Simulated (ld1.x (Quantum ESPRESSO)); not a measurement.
# PBE PAW dataset for carbon (C), scalar-relativistic all-electron reference.

ld1.x (Quantum ESPRESSO) 7.5 was run on this input:

```
&input
   title='C', zed=6., rel=1, dft='PBE', iswitch=3,
   config='[He] 2s2 2p0 3d-2',
   nld=3, rlderiv=3.20, eminld=-5.0, emaxld=5.0, deld=0.02
 /
 &inputp
   pseudotype=3, lpaw=.true., tm=.true., lloc=-1, rcloc=0.95,
   nlcc=.true.,
   which_augfun='PSQ', rmatch_augfun=0.60,
   file_pseudopw='C.UPF', file_wfcaegen='ae.wfc', file_wfcncgen='nc.wfc', file_beta='beta', file_chi='chi', file_wfcusgen='us.wfc'
 /
6
2S  1  0   2.00   0.00  0.80  1.15  0.0
2S  1  0   0.00  -0.40  0.80  1.15  0.0
2P  2  1   0.00   0.00  2.45  2.95  0.0
2P  2  1   0.00  -0.75  2.45  2.95  0.0
3D  3  2  -2.00   0.45  2.10  2.55  0.0
3D  3  2  -2.00   2.55  2.10  2.55  0.0
 &test
   configts(1)='2s2 2p0'
 /
```

Command:

```bash
ld1.x < C.in > C.out
```

Output (shortened: banner, matrices, multipoles, cross overlaps and the repeated all-electron block are left out):

```
Program LD1 v.7.5
     --------------------------- All-electron run ----------------------------

     C
     scalar relativistic calculation

     atomic number is  6.00
     dft =PBE   lsd =0 sic =0 latt =0  beta=0.20 tr2=1.0E-14
     Exchange-correlation= PBE
                           (   1   4   3   4   0   0   0)
     mesh =1073 r(mesh) = 100.30751 a.u. xmin = -7.00 dx = 0.01250
     1 Ry =  13.60569312 eV, c = 137.03599908

     n l     nl                  e(Ry)          e(Ha)          e(eV)
     1 0     1S 1( 2.00)       -22.6775       -11.3387      -308.5430
     2 0     2S 1( 2.00)        -2.9678        -1.4839       -40.3789
     2 1     2P 1( 0.00)        -2.3347        -1.1674       -31.7655

     final scf error:  6.7E-15 reached in  16 iterations

     Etot =     -72.956190 Ry,     -36.478095 Ha,    -992.619534 eV

     Ekin =      72.848103 Ry,      36.424051 Ha,     991.148932 eV
     Encl =    -161.162630 Ry,     -80.581315 Ha,   -2192.729285 eV
     Eh   =      24.085088 Ry,      12.042544 Ha,     327.694318 eV
     Exc  =      -8.726751 Ry,      -4.363376 Ha,    -118.733498 eV

     normalization and overlap integrals

     s(1S/1S) =  1.000000  <r> =   0.2701  <r2> =    0.0988  r(max) =   0.1730
     s(2S/2S) =  1.000000  <r> =   1.3614  <r2> =    2.1844  r(max) =   1.1283
     s(2P/2P) =  1.000000  <r> =   1.3202  <r2> =    2.1393  r(max) =   1.0210

     ------------------------ End of All-electron run ------------------------

     --------------------- Generating PAW atomic setup --------------------

      Generating local potential from pseudized AE potential:
      Matching radius rcloc =   0.9500

      Local pseudo, rcloc= 0.959 Estimated cut-off energy=    24.51 Ry

      Computing core charge for nlcc:

       r > 0.58 : true rho core
       r < 0.58 : rho core = a sin(br)/r    a=   2.73  b=   4.57

      Integrated core pseudo-charge :   0.47
      Wfc-us  2S rcutus= 1.143  Estimated cut-off energy=    34.16 Ry
      Wfc-us  2S rcutus= 1.143  Estimated cut-off energy=    39.34 Ry
      Wfc-us  2P rcutus= 2.954  Estimated cut-off energy=     9.94 Ry
      Wfc-us  2P rcutus= 2.954  Estimated cut-off energy=     8.06 Ry
      Wfc-us  3D rcutus= 2.543  Estimated cut-off energy=    19.49 Ry
      Wfc-us  3D rcutus= 2.543  Estimated cut-off energy=    32.25 Ry

     Required augmentation: PSQ   radius:    0.600000

     Q pseudized with Bessel functions
     Expected ecutrho=    1290.4118 due to l1=  2   l2=  2

     Estimated PAW energy =  -15.199722 Ryd

     ------------------- End of pseudopotential generation -------------------

     Computing logarithmic derivative in   3.20435
     Computing logarithmic derivative in   3.20435
     Computing the partial wave expansion
     R is outside the sphere for l=    0 j= 0.00
     R is outside the sphere for l=    0 j= 0.00
     R is outside the sphere for l=    1 j= 0.00
     R is outside the sphere for l=    1 j= 0.00
     R is outside the sphere for l=    2 j= 0.00
     R is outside the sphere for l=    2 j= 0.00

     ---------------------- Testing the pseudopotential ----------------------

     C
     scalar relativistic calculation

     atomic number is  6.00   valence charge is  4.00
     dft = SLA  PW   PBX  PBC   lsd =0 sic =0 latt =0  beta=0.20 tr2=1.0E-14
     mesh =1073 r(mesh) = 100.30751 xmin = -7.00 dx = 0.01250

     n l     nl             e AE (Ry)        e PS (Ry)    De AE-PS (Ry)
     1 0     2S   1( 2.00)       -2.96779       -2.96781        0.00002
     2 1     2P   1( 0.00)       -2.33472       -2.33472        0.00000

     eps = 2.7E-15  iter =  3

     Etot =     -72.956190 Ry,     -36.478095 Ha,    -992.619534 eV
     Etotps =   -15.199755 Ry,      -7.599877 Ha,    -206.803200 eV

     Ekin =       8.883163 Ry,       4.441582 Ha,     120.861595 eV
     Encl =     -18.014598 Ry,      -9.007299 Ha,    -245.101095 eV
     Ehrt =       2.658428 Ry,       1.329214 Ha,      36.169755 eV
     Ecxc =      -8.726748 Ry,      -4.363374 Ha,    -118.733455 eV
     (Ecc =      -0.609531 Ry,      -0.304766 Ha,      -8.293092 eV)

     ---------------------- End of pseudopotential test ----------------------
```

The ghost test of this file was not conclusive. Its overlap operator is not positive definite in a basis up to 400 Ry (lowest eigenvalue d -7.12), so the file is unfit for use: the generalised eigenproblem breaks down once the basis is large enough, and its test numbers describe a broken file.

Generation and configuration tests took about 0.99 s on one core of a shared server CPU.
